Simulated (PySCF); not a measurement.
# Stretching SrF

Set-up: PySCF, scalar-relativistic core potentials, basis sets Sr def2-TZVPP with ECP28, F def2-TZVPP. Energies in eV from Sr + F in their ground configurations at the same level. All curves are PBE0. state 1: ²Σ⁺ (doublet), unpaired electrons σ ↑; state 2: quartet, unpaired electrons σ ↑, π ↑↑, a second solution, started from another occupation.

| R (Å) | state 1 | state 2 |
| --- | --- | --- |
| 1.780 | -4.492 | 5.4177 |
| 1.863 | -5.018 | 4.3274 |
| 1.946 | -5.307 | 3.5356 |
| 2.008 | -5.410 | 3.0905 |
| 2.070 | -5.439 | 2.7436 |
| 2.132 | -5.413 | 2.4743 |
| 2.215 | -5.314 | 2.2076 |
| 2.318 | -5.122 | 1.9812 |
| 2.443 | -4.834 | 1.8131 |
| 2.608 | -4.409 | 1.6923 |

Task: Put a parabola through the three lowest points of the state 1 curve and estimate Re, k and ωe (reduced mass 15.62 u; 1 eV/Å² = 0.16022 mdyn/Å; ωe = 1302.8·√(k/μ) cm⁻¹).

Result: Through R = 2.008, 2.07, 2.132 Å the second-order coefficient is 7.15 eV/Å², so Re ≈ 2.072 Å, k ≈ 2.29 mdyn/Å and ωe ≈ 499 cm⁻¹. A polynomial fit of higher order to the unrounded PBE0 energies gives Re = 2.069 Å, k = 2.32 mdyn/Å, ωe = 502 cm⁻¹; anharmonicity and rounding make the difference.

The higher-order fit for each curve: state 1: Re = 2.069 Å, ωe = 502 cm⁻¹, De = 5.44 eV. State 2 gave no clean fit.

Spin–orbit coupling is left out. The state is the lowest determinant that a PBE0 search found; another state may lie lower at other levels.
